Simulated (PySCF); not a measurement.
Geometry:
```
atom   x (Å)   y (Å)   z (Å)
 Si1   2.123   0.286   0.395
  C2   0.294   0.115   0.063
  C3  -0.444  -1.034  -0.135
  N4  -1.733  -0.620  -0.347
  C5  -1.721   0.739  -0.267
 Cl6  -3.159   1.635  -0.477
  N7  -0.539   1.217  -0.026
  H8   2.801   1.037  -0.703
  H9   2.708  -1.089   0.477
 H10   2.368   1.000   1.684
 H11  -0.164  -2.085  -0.144
 H12  -2.545  -1.195  -0.524
```

Geometry: PBE0-D3(BJ)/def2-SVP; GIAO shifts from PySCF, gas phase, non-relativistic, averaged over equivalent atoms.

At PBE0/6-31G (81 basis functions, 8 s wall time on 1 thread of an Arm Neoverse V2, shared host):
```json
{"atoms": "Si1", "δ (ppm)": "-51.4"}
{"atoms": "C5", "δ (ppm)": "133.0"}
{"atoms": "C2", "δ (ppm)": "128.4"}
{"atoms": "C3", "δ (ppm)": "121.9"}
{"atoms": "N7", "δ (ppm)": "279.0"}
{"atoms": "N4", "δ (ppm)": "155.0"}
{"atoms": "Cl6", "δ (ppm)": "142.6"}
{"atoms": "H12", "δ (ppm)": "7.24"}
{"atoms": "H11", "δ (ppm)": "7.07"}
{"atoms": "H8/H9/H10", "δ (ppm)": "4.24"}
```

Scale: ²⁹Si (444.75 ppm) and ¹³C (199.54 ppm) and ¹H (32.61 ppm) against TMS; NH3 for ¹⁵N (260.69 ppm); ³⁵Cl (931.27 ppm) against HCl (reference shieldings calculated alike).

What do these become at PBE0/6-31G*?

## Answers


```json
{"atoms": "Si1", "δ at PBE0/6-31G*": "-47.1", "change": "+4.3"}
{"atoms": "C5", "δ at PBE0/6-31G*": "128.8", "change": "-4.2"}
{"atoms": "C2", "δ at PBE0/6-31G*": "124.2", "change": "-4.2"}
{"atoms": "C3", "δ at PBE0/6-31G*": "120.2", "change": "-1.7"}
{"atoms": "N7", "δ at PBE0/6-31G*": "265.8", "change": "-13.2"}
{"atoms": "N4", "δ at PBE0/6-31G*": "153.8", "change": "-1.2"}
{"atoms": "Cl6", "δ at PBE0/6-31G*": "151.4", "change": "+8.8"}
{"atoms": "H12", "δ at PBE0/6-31G*": "7.12", "change": "-0.12"}
{"atoms": "H11", "δ at PBE0/6-31G*": "6.77", "change": "-0.30"}
{"atoms": "H8/H9/H10", "δ at PBE0/6-31G*": "4.54", "change": "+0.30"}
```

δ = σ(ref) − σ, references computed at the same level: ²⁹Si (418.09 ppm), ¹³C (194.14 ppm), ¹H (31.96 ppm) vs TMS; ¹⁵N (259.38 ppm) against NH3; ³⁵Cl (929.83 ppm) against HCl.

The largest change is at N7 (pyridine-type nitrogen of an azole). Cost: 116 basis functions, 19 s wall time on 1 thread of an Arm Neoverse N1, shared host. The order of the carbon signals is the same at both levels.

Carbons that carry Cl, above all several Cl atoms, come out too deshielded, partly because spin–orbit coupling is missing. Experimental scales use liquid or dissolved standards, which lie at an offset from isolated NH3 (liquid NH3: subtract about 20 ppm). Unscaled 15N shifts of sp2 nitrogen often come out too high even then, by a few to some tens of ppm.
